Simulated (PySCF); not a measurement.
# UHF on S⁺ (sulfur, charge +1)

Configuration: [Ne] 3s2 3p3, high-spin 4S determinant. Calculation: PySCF 2.14, in Sapporo-DZP-2012; scalar relativity by spin-free X2C-1e.

| Property | Result |
| --- | --- |
| Total energy | -398.094573 hartree |
| One-electron energy | -544.0587 hartree |
| Hartree (Coulomb) energy | 170.7752 hartree |
| Exchange energy | -24.8111 hartree |
| ⟨S²⟩ | 3.7506 |
| ⟨L²⟩ | 0.000 |
| Sum of ⟨r⟩ | 12.74 bohr |
| Sum of ⟨r²⟩ | 20.74 bohr² |
| Langevin diamagnetic susceptibility | -16.4 ×10⁻⁶ cm³/mol |
| Time after the integrals | 0.05 s of wall time on 1 thread of Neoverse-V1 (shared host) |

| shell | electrons | mean orbital energy (hartree) | rms radius, mean of both spins (bohr) |
| --- | --- | --- | --- |
| 1s α | 1 | -92.73123 | 0.113 |
| 1s β | 1 | -92.69787 | 0.113 |
| 2s α | 1 | -9.49141 | 0.517 |
| 2s β | 1 | -9.46068 | 0.517 |
| 2p α | 3 | -7.14119 | 0.491 |
| 2p β | 3 | -7.08316 | 0.491 |
| 3s α | 1 | -1.41688 | 1.78 |
| 3s β | 1 | -1.07207 | 1.78 |
| 3p α | 3 | -0.86244 | 2.03 |

Densities and radii are taken from the X2C orbitals without a picture-change correction, which distorts them close to the nucleus.
